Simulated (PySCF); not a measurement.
Structure from 2D NMR

Compound of formula C7H5F5O. Correlations simulated from computed shifts and couplings:

HSQC (one-bond C–H):
```
  δH     δC  1J(C,H) (Hz)
6.47  150.2           203
4.83  102.4           178
3.76   40.0           141
```

COSY cross peaks (|J| ≥ 2 Hz):
```
  δH    δH  abs. J (Hz)  bonds
6.47  4.83          7.8      3
6.47  3.76          2.3      4
4.83  3.76          4.2      3
```

HMBC (two and three bonds, |J| ≥ 2.5 Hz):
```
  δH                                    δC [abs. J in Hz]
6.47                 150.2 [7.5], 102.4 [9.9], 40.0 [6.3]
4.83                             150.2 [7.0], 102.4 [5.8]
3.76  150.2 [5.0], 124.8 [7.5], 116.3 [14.8], 102.4 [7.7]
```

Carbons without hydrogens: δ 124.8, 116.3.

One conformer, non-relativistic, rapidly exchanging positions averaged, no solvent model. J couplings at B3LYP/pcJ-1 (spin–dipole term only in couplings to heteroatoms); PBE0/pcSseg-1 with gauge-including orbitals; geometry from PBE0-D3(BJ)/def2-SVP; PySCF 2.14.0 with density-fitted response routines.

Scale: 1H and 13C vs TMS (reference shieldings calculated alike).

Exchangeable hydrogens are left out of these lists, and C,H couplings along chains are those of one rotamer, so weak HMBC peaks may be missing or extra.

Problem. Which molecule is this?

Solution. `InChI=1S/C7H5F5O/c8-6(9,7(10,11)12)5-1-3-13-4-2-5/h1-5H`.

Numbering as in the mapped SMILES `[F:1][C:2]([F:3])([F:4])[C:5]([F:6])([F:7])[CH:8]1[CH:9]=[CH:10][O:11][CH:12]=[CH:13]1` (H(Xn): hydrogen on atom n).

- δC 150.2 is C10/C12, an alkene carbon bearing oxygen (δH 6.47).
- δC 124.8 is C2, a CF3 carbon.
- δC 116.3 is C5, a fully substituted sp3 carbon bonded to 2 F.
- δC 102.4 is C9/C13, a β carbon of an enol-ether or enamine type C=C (δH 4.83).
- δC 40.0 is C8, an allylic sp3 CH (δH 3.76).
- HMBC from δH 3.76 reaches the proton-free carbons C2, C5.
- COSY links 6.47–4.83, 6.47–3.76, 4.83–3.76.

This is the structure that produced the data.

Common functionals overestimate the size of one-bond C–F couplings by tens of Hz; these are unscaled. Unscaled 3J(H,H) at this level run about 10 % above measured values. Shifts are as computed. Against solution values, carbons near 30 ppm lie about +2 ppm off and those near 130 ppm about +5 ppm. Of 1313 compounds with measured shifts, 239 miss one by over three times the rms of a fit or turn the order of signals round; such compounds aren't used in these exercises. Only one conformer was computed, so three-bond couplings in flexible chains and rings are approximate.
